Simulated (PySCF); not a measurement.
# Ca²⁺ (calcium, charge +2): UHF calculation

Configuration: [Ar], closed-shell 1S. All numbers are calculated (PySCF 2.14, the spin-free X2C one-electron Hamiltonian (Gaussian nucleus), in Sapporo-DKH3-DZP-2012).

```json
{
 "Total energy": "-679.007875 hartree",
 "One-electron energy": "-919.6743 hartree",
 "Hartree (Coulomb) energy": "275.8673 hartree",
 "Exchange energy": "-35.2009 hartree",
 "⟨S²⟩": "0.0000",
 "⟨L²⟩": "0.000",
 "Sum of ⟨r⟩": "12.72 bohr",
 "Sum of ⟨r²⟩": "15.39 bohr²",
 "Langevin diamagnetic susceptibility": "-12.2 ×10⁻⁶ cm³/mol",
 "Time after the integrals": "0.05 s of wall time on 1 thread of Neoverse-V1 (shared host)"
}
```

| shell | electrons | mean orbital energy (hartree) | rms radius, mean of both spins (bohr) |
| --- | --- | --- | --- |
| 1s | 2 | -150.66213 | 0.0888 |
| 2s | 2 | -17.51091 | 0.393 |
| 2p | 6 | -14.18989 | 0.362 |
| 3s | 2 | -2.79635 | 1.24 |
| 3p | 6 | -1.87720 | 1.37 |

Densities and radii are taken from the X2C orbitals without a picture-change correction, which distorts them close to the nucleus.
